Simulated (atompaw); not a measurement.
# Reading a pseudo-wave (chlorine (Cl))

Columns: radius, all-electron u(r) and pseudo u(r) of the 3s shell (level -32.09 eV) of chlorine in the configuration [Ne] 3s2 3p4; PBE, scalar-relativistic, PAW (atompaw) scheme, atompaw 4.2.0.5.

```
r (bohr)  all-electron  pseudo
   0.058        0.2320  0.0766
   0.115        0.0256  0.1513
   0.173       -0.2214  0.2261
   0.231       -0.3853  0.2990
   0.288       -0.4475  0.3684
   0.346       -0.4264  0.4362
   0.404       -0.3445  0.5006
   0.462       -0.2245  0.5612
   0.519       -0.0873  0.6168
   0.577        0.0586  0.6689
   0.635        0.2015  0.7163
   0.692        0.3328  0.7582
   0.750        0.4536  0.7958
   0.808        0.5596  0.8284
   0.865        0.6488  0.8555
   0.923        0.7244  0.8781
   0.981        0.7855  0.8958
   1.038        0.8319  0.9084
   1.096        0.8664  0.9166
   1.154        0.8893  0.9202
   1.212        0.9020  0.9195
   1.269        0.9058  0.9146
   1.327        0.9019  0.9056
   1.385        0.8916  0.8926
   1.442        0.8761  0.8762
   1.500        0.8559  0.8559
```

Q: How many radial nodes do the two functions have?

A: The all-electron 3s function has n − l − 1 = 2; the pseudo-wave has 0, since the states of the same l below it are removed with the core.

Q: Where does each function peak?

A: Outermost all-electron maximum near 1.27 bohr, pseudo maximum near 1.15 bohr (to the table’s step).

Q: Is the pseudo-wave norm-conserving?

A: No, it belongs to a PAW set: the norm inside the radius is not constrained, and the difference is carried by the augmentation charge.
